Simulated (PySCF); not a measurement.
## 29Si chemical shifts

PySCF calculation with shielding tensors at PBE0/pcSseg-1 (GIAO) and coordinates at the GFN2-xTB level; no solvent model, single conformer, non-relativistic, fast rotation and ring inversion assumed for equivalent nuclei.

Shieldings were converted by a linear fit to measured shifts: 29Si: δ = 279.94 − 0.822σ (rms 8.9 ppm, 72 shifts, 25.8 ppm with the 6 outliers that the fit left out vs TMS, solution or neat liquid). A few per cent of atoms miss by over 2 rms, more outside the fitted compound classes.

Q: Give the 29Si shifts of `C#C[C@@H]1[SiH2][SiH2]C=C1F`, `NC[SiH2]C=O`.

A: 
```json
{"compound": "[CH:1]#[C:2][C@@H:3]1[SiH2:4][SiH2:5][CH:6]=[C:7]1[F:8]", "environment": "Si4: silicon bonded to C, Si, 2 H, in a 5-membered ring", "δ (ppm)": "-50.4"}
{"compound": "[CH:1]#[C:2][C@@H:3]1[SiH2:4][SiH2:5][CH:6]=[C:7]1[F:8]", "environment": "Si5: silicon bonded to C, Si, 2 H, in a 5-membered ring", "δ (ppm)": "-67.3"}
{"compound": "NC[SiH2]C=O", "environment": "silicon bonded to 2 C, 2 H", "δ (ppm)": "-58.3"}
```

Q: Match the shifts -17.8, -29.5, -56.3 ppm to `CC(C)=C(C=O)CC[SiH2]Cl`, `CC(C)=C(C=O)C[SiH2]CCl`, `CO/C(C#N)=C/[Si@@H](C)N`.

A: -17.8: CC(C)=C(C=O)CC[SiH2]Cl (silicon bonded to C, Cl, 2 H); -29.5: CO/C(C#N)=C/[Si@@H](C)N (silicon bonded to 2 C, N, H); -56.3: CC(C)=C(C=O)C[SiH2]CCl (silicon bonded to 2 C, 2 H).
